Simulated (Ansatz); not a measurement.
Geometry optimisation, Ansatz 0.2.0, RHF/def2-SVP.

Input:

```yaml
crystal:
  periodic: [false, false, false]
  atoms:
    - { symbol: B, position_ang: [-2.3078, 0.8429, -0.2015] }
    - { symbol: Si, position_ang: [-0.4992, 1.309, -0.5571] }
    - { symbol: B, position_ang: [0.6333, -0.2746, -0.122] }
    - { symbol: Si, position_ang: [1.3456, -2.0572, -0.5323] }
    - { symbol: Si, position_ang: [0.7255, 1.3252, 1.0857] }
    - { symbol: Br, position_ang: [-0.3166, 0.9134, 3.0558] }
    - { symbol: H, position_ang: [-2.8504, 0.0109, -0.8011] }
    - { symbol: H, position_ang: [-2.8924, 1.4482, 0.657] }
    - { symbol: H, position_ang: [-0.0697, 1.9416, -1.7822] }
    - { symbol: H, position_ang: [0.6037, -2.5315, -1.7286] }
    - { symbol: H, position_ang: [2.7167, -2.0541, -0.7158] }
    - { symbol: H, position_ang: [0.9602, -2.9588, 0.6037] }
    - { symbol: H, position_ang: [1.9717, 2.0502, 1.053] }
basis:
  gaussian: { orbitals: def2-SVP }
hamiltonian:
  xc: hf
relax:
  f_tol: 0.02
  max_steps: 50
output:
  orbitals: {}
```

Launched with:

```bash
$ ansatz run input.yaml --threads 2 --pin off --max-ram 3072MiB --backend cpu --events-out ev --progress --plain --runs-dir out
```

Q: Where does it end, and by what steps?

A: It converged. The force dipped under the threshold on the way, but the program's further checks kept it going. After 31 steps the energy has fallen by 1.361 eV; H7 moved furthest, 1.50 Å.

```csv
step,energy less start (eV),largest force component (eV/Å),accepted
0,0.0000,3.698,yes
2,-1.1330,0.745,yes
4,-1.2013,0.192,yes
6,-1.2440,0.224,yes
8,-1.2989,0.155,yes
10,-1.3119,0.174,yes
12,-1.3336,0.225,yes
14,-1.3479,0.173,yes
16,-1.3477,0.223,no
18,-1.3553,0.093,yes
20,-1.3583,0.074,yes
22,-1.3595,0.035,yes
24,-1.3587,0.112,no
26,-1.3604,0.029,yes
28,-1.3607,0.015,yes
30,-1.3608,0.042,no
31,-1.3609,0.012,yes
```

```xyz
13
Properties=species:S:1:pos:R:3
B -2.478 0.933 -0.272
Si -0.553 1.219 -0.781
B 0.608 -0.337 -0.060
Si 1.371 -2.165 -0.458
Si 0.742 1.291 1.138
Br -0.203 1.350 3.168
H -3.376 1.407 -0.907
H -2.740 0.282 0.697
H -0.193 1.914 -2.036
H 0.793 -2.804 -1.667
H 2.834 -2.000 -0.673
H 1.159 -3.078 0.694
H 2.058 1.953 1.171
```

Run time: 2.7 min on 2 threads of AMD EPYC 7R43 64-Core Processor (Zen 3), with other jobs on the host, peak memory 0.47 GiB.
